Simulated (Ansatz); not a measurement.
Pb4S4⁻, relaxed as a doublet with UKS PBE-D4/def2-SVP in Ansatz, starting from the GFN1-xTB geometry. Force threshold 0.03 eV/Å.

In the def2 sets Pb takes a core potential; there is no spin–orbit coupling. The structure comes from a short search, and lower isomers may exist.

Start:

```xyz
8

Pb    0.527   -1.862   -1.200
Pb    1.415   -0.729    1.629
Pb   -2.392    0.103   -0.214
Pb    0.572    2.326   -0.188
S    -0.374    0.518   -1.901
S    -0.676    0.881    1.668
S    -1.837   -2.421   -0.364
S     2.765    1.183    0.568
```

(1) Estimate the energy that the relaxation releases and the steps that it takes.

(2) Does the start keep its bonding and symmetry?

(3) Predict the relaxed structure.

Answers

(1) 22.5 kJ/mol, in 6 steps; 32 s on 4 threads of Arm Neoverse V1 on a shared host. No frequencies were taken in this run, so the end may be a saddle point.

(2) By distances, no bond broke or formed. The bond that changes most is Pb3–S6, from 2.66 to 2.77 Å (atoms count from 1). Point group C2 at the start, C2 at the end, both within 0.05 Å.

(3) 
Cartesian coordinates in Å:
```
Pb 0.556 -1.814 -1.274
Pb 1.349 -0.729 1.695
Pb -2.429 0.037 -0.230
Pb 0.641 2.349 -0.164
S -0.421 0.602 -2.031
S -0.762 0.975 1.770
S -1.774 -2.506 -0.287
S 2.839 1.085 0.522
```
Bond lengths (bridged metal pairs left out): 10 × Pb–S 2.62 to 2.77 Å; 1 × Pb–Pb 3.26 Å.
